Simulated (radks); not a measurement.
Values are calculated unless marked as measured or tabulated.
Charge is removed step by step from the 1s down level of Pt, starting from 1s(up 1, down 1) 2s2 2p6 3s2 3p6 3d10 4s2 4p6 4d10 4f14 5s2 5p6 5d9 6s1. Code: a radial shooting solver on a logarithmic mesh with Libxc functionals. Model: scalar-relativistic Kohn-Sham, PBE, spin-polarised, spherical densities, finite nucleus; open shells are filled with parallel spins first (spin-orbit coupling, left out, can overturn this in heavy ions); Fermi nuclear charge, rms radius 5.427 fm.

removed (e) = 0: E - E(0) (eV) 0.000; eigenvalue (eV) -78397; E minus straight line (eV) 0.000
removed (e) = 0.1: E - E(0) (eV) 7837.0; eigenvalue (eV) -78505; E minus straight line (eV) -45.823
removed (e) = 0.2: E - E(0) (eV) 15684.9; eigenvalue (eV) -78611; E minus straight line (eV) -80.883
removed (e) = 0.3: E - E(0) (eV) 23543; eigenvalue (eV) -78716; E minus straight line (eV) -105.315
removed (e) = 0.4: E - E(0) (eV) 31412; eigenvalue (eV) -78820; E minus straight line (eV) -119.284
removed (e) = 0.5: E - E(0) (eV) 39291; eigenvalue (eV) -78920; E minus straight line (eV) -122.986
removed (e) = 0.6: E - E(0) (eV) 47181; eigenvalue (eV) -79018; E minus straight line (eV) -116.672
removed (e) = 0.7: E - E(0) (eV) 55079; eigenvalue (eV) -79112; E minus straight line (eV) -100.662
removed (e) = 0.8: E - E(0) (eV) 62988; eigenvalue (eV) -79199; E minus straight line (eV) -75.393
removed (e) = 0.9: E - E(0) (eV) 70904; eigenvalue (eV) -79278; E minus straight line (eV) -41.497
removed (e) = 1: E - E(0) (eV) 78829; eigenvalue (eV) -79337; E minus straight line (eV) 0.000

Removing the whole electron costs 78829 eV by Delta-SCF, against 78397 eV from minus the eigenvalue at the starting occupation. Slater's transition state (half an electron removed) gives 78920 eV. Integrating minus the eigenvalue over the occupation (Janak's theorem) gives 78905 eV. In this scalar-relativistic scheme the density is built from large components alone, so the theorem holds only approximately. The mean slope of the eigenvalue, de/dn, is 941 eV per electron.
